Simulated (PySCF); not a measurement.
## Assignment exercise: C$_{6}$H$_{9}$ClSi

Molfile (atoms numbered from 1):
```
C6H9ClSi
     RDKit          3D

 17 16  0  0  0  0  0  0  0  0999 V2000
    2.9276   -1.3154   -0.7348 C   0  0  0  0  0  0  0  0  0  0  0  0
    1.9801   -0.4240   -0.4444 C   0  0  0  0  0  0  0  0  0  0  0  0
    0.6024   -0.7923   -0.2515 C   0  0  0  0  0  0  0  0  0  0  0  0
   -0.4457    0.0122    0.0507 C   0  0  0  0  0  0  0  0  0  0  0  0
   -0.2900    1.4430    0.2247 C   0  0  0  0  0  0  0  0  0  0  0  0
   -1.2759    2.2947    0.4926 C   0  0  0  0  0  0  0  0  0  0  0  0
   -2.1535   -0.7840    0.2477 Si  0  0  0  0  0  4  0  0  0  0  0  0
   -2.8220   -0.5469    2.1424 Cl  0  0  0  0  0  0  0  0  0  0  0  0
    2.7022   -2.3640   -0.8413 H   0  0  0  0  0  0  0  0  0  0  0  0
    3.9560   -1.0303   -0.8741 H   0  0  0  0  0  0  0  0  0  0  0  0
    2.2525    0.6169   -0.3475 H   0  0  0  0  0  0  0  0  0  0  0  0
    0.4122   -1.8526   -0.3695 H   0  0  0  0  0  0  0  0  0  0  0  0
    0.7116    1.8398    0.1277 H   0  0  0  0  0  0  0  0  0  0  0  0
   -1.0864    3.3480    0.6121 H   0  0  0  0  0  0  0  0  0  0  0  0
   -2.2993    1.9811    0.6077 H   0  0  0  0  0  0  0  0  0  0  0  0
   -2.0410   -2.2211    0.0065 H   0  0  0  0  0  0  0  0  0  0  0  0
   -3.1377   -0.1932   -0.6590 H   0  0  0  0  0  0  0  0  0  0  0  0
  1  2  2  0
  2  3  1  0
  3  4  2  0
  4  5  1  0
  5  6  2  0
  4  7  1  0
  7  8  1  0
  1  9  1  0
  1 10  1  0
  2 11  1  0
  3 12  1  0
  5 13  1  0
  6 14  1  0
  6 15  1  0
  7 16  1  0
  7 17  1  0
M  END
```

PySCF 2.14 calculation with σ from GIAO-PBE0/pcSseg-1 and GFN2-xTB structure; isolated molecule, non-relativistic, single conformer, rapidly exchanging positions averaged.

Scale: 13C (σref 186.93) and 1H (σref 31.72) vs TMS (reference shieldings calculated alike).

**Question.** Assign these signals to the numbered atoms. 13C{1H} NMR (computed): δ 150.4 (CH), 143.1 (C), 139.8 (CH), 138.3 (CH), 131.6 (CH2), 127.8 (CH2).

**Answer.** 
150.4 → C3, alkene CH: an sp2 carbon of a C=C bond
143.1 → C4, fully substituted alkene carbon: an sp2 carbon of a C=C bond
139.8 → C5, alkene CH: an sp2 carbon of a C=C bond
138.3 → C2, alkene CH
131.6 → C1, terminal =CH2 carbon: the olefinic region
127.8 → C6, terminal =CH2 carbon

C5 and C2 lie closer than the usual error of such a calculation, so a measured spectrum could show them in the other order.

**Question.** Assign these signals to the numbered atoms. 1H NMR (300 MHz, computed): δ 7.32 (m, 1H), 7.30 (m, 1H), 6.56 (d, 1H), 5.82 (m, 1H), 5.77 (m, 1H), 5.74 (m, 1H), 5.73 (m, 1H), 5.36 (s, 2H).

**Answer.** 
7.32 → H13, hydrogen on an alkene CH: olefinic region
7.30 → H11, hydrogen on an alkene CH
6.56 → H12, hydrogen on an alkene CH
5.82 → H15, hydrogen on a terminal =CH2 carbon: attached to an sp2 carbon and in the plane of the double bond
5.77 → H10, hydrogen on a terminal =CH2 carbon
5.74 → H14, hydrogen on a terminal =CH2 carbon
5.73 → H9, hydrogen on a terminal =CH2 carbon
5.36 → H16/H17, hydrogen on a silicon bonded to C, Cl

H13 and H11; H15 and H10; H10 and H14; H14 and H9 lie closer than the usual error of such a calculation, so a measured spectrum could show them in the other order.

Shifts are as computed. Against solution values, carbons near 30 ppm lie about +3 ppm off and those near 130 ppm about +5 ppm. Of 1309 compounds with measured shifts, 239 miss one by over three times the rms of a fit or turn the order of signals round; such compounds aren't used in these exercises. Multiplicities follow the n + 1 count of equivalent neighbours, as no J values were calculated; m marks all less simple cases, F and P coupling included.
